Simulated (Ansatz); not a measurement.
Basis-set extrapolation for C₂H₆B₂O, SMILES `BC(=C)BO` (PBE0-D4/def2-TZVP geometry, frozen core, Ansatz 0.2.0). Multiplicity 1, RHF reference.

```tsv
	def2-TZVPP	def2-QZVPP
HF	-203.561128	-203.570717
MP2 correlation	-0.754728	-0.807071
CCSD(T) correlation	-0.828193	not run
```

Energies in hartree. Use E(X) = E(∞) + A·exp(−7.88·√X) for Hartree–Fock and E(X) = E(∞) + B·X^(−2.97) for correlation, with X = 3 and 4, and add CCSD(T) minus MP2 of the smaller set to the MP2 limit.

Problem. What is the CCSD(T) energy at the basis-set limit?

Solution. HF limit: -203.570717 + (-0.009589) × 0.13774 = -203.57204. MP2 limit: -0.807071 + (-0.052343) × 0.74074 = -0.84584. Higher-order term: -0.828193 − (-0.754728) = -0.07347. Total: -204.49135 hartree, 267.9 kJ/mol below CCSD(T)/def2-TZVPP.
